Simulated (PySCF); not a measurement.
# BeSi: input and log

State: ³Σ⁻ (triplet), unpaired electrons π ↑↑.

An equivalent input (the run itself took its basis sets from the Basis Set Exchange, started from a PBE0 density and held the occupation σ 6α 6β, πx 2α 1β, πy 2α 1β):

```python
from pyscf import gto, dft
mol = gto.M(atom='Be 0 0 0; Si 0 0 2.127', basis={'Be': 'def2-SVPD', 'Si': 'def2-SVPD'},
            charge=0, spin=2, verbose=4, symmetry='C2v')
mf = dft.UKS(mol, xc='PBE')
mf.grids.atom_grid = (80, 434)
mf.grids.prune = dft.gen_grid.treutler_prune
mf.irrep_nelec = {'A1': (6, 6), 'B1': (2, 1), 'B2': (2, 1)}
mf.conv_tol = 1e-9
mf.max_cycle = 60
mf.diis_space = 10
mf.kernel()
```

The log (some set-up lines and the per-cycle HOMO/LUMO lines removed):

```
******** <class 'pyscf.dft.uks_symm.SymAdaptedUKS'> ********
method = SymAdaptedUKS
damping factor = 0
level_shift factor = 0
DIIS = <class 'pyscf.scf.diis.CDIIS'>
diis_start_cycle = 1
diis_space = 10
diis_damp = 0
SCF conv_tol = 1e-09
SCF conv_tol_grad = None
SCF max_cycles = 60
number electrons alpha = 10  beta = 8
Set gradient conv threshold to 3.16228e-05
init E= -303.80415671861
cycle= 1 E= -303.803504475742  delta_E= 0.000652  |g|= 0.033  |ddm|= 0.128
cycle= 2 E= -303.782459719927  delta_E= 0.021  |g|= 0.121  |ddm|= 0.309
cycle= 3 E= -303.805135577966  delta_E= -0.0227  |g|= 0.00182  |ddm|= 0.248
cycle= 4 E= -303.805159958322  delta_E= -2.44e-05  |g|= 0.0025  |ddm|= 0.0161
cycle= 5 E= -303.805193309195  delta_E= -3.34e-05  |g|= 0.00111  |ddm|= 0.0141
cycle= 6 E= -303.805256932476  delta_E= -6.36e-05  |g|= 0.00083  |ddm|= 0.0419
cycle= 7 E= -303.805298592225  delta_E= -4.17e-05  |g|= 0.00085  |ddm|= 0.0446
cycle= 8 E= -303.805313795929  delta_E= -1.52e-05  |g|= 0.00118  |ddm|= 0.0406
cycle= 9 E= -303.805316064048  delta_E= -2.27e-06  |g|= 0.000659  |ddm|= 0.00644
cycle= 10 E= -303.805316843022  delta_E= -7.79e-07  |g|= 0.000345  |ddm|= 0.00774
cycle= 11 E= -303.805317071654  delta_E= -2.29e-07  |g|= 7.86e-06  |ddm|= 0.00147
cycle= 12 E= -303.805317072094  delta_E= -4.4e-10  |g|= 6.65e-06  |ddm|= 0.000278
Extra cycle  E= -303.80531707074  delta_E= 1.35e-09  |g|= 3.11e-05  |ddm|= 7.43e-05
converged SCF energy = -303.80531707074  <S^2> = 2.0136278  2S+1 = 3.0090715
```

Repeating this along the bond gives Re = 2.125 Å and ωe = 582 cm⁻¹.

A point of this curve took 0.38 CPU seconds beside 0.02 for the integrals (shared host).

The state was picked by a PBE0 search and need not be the measured ground state.
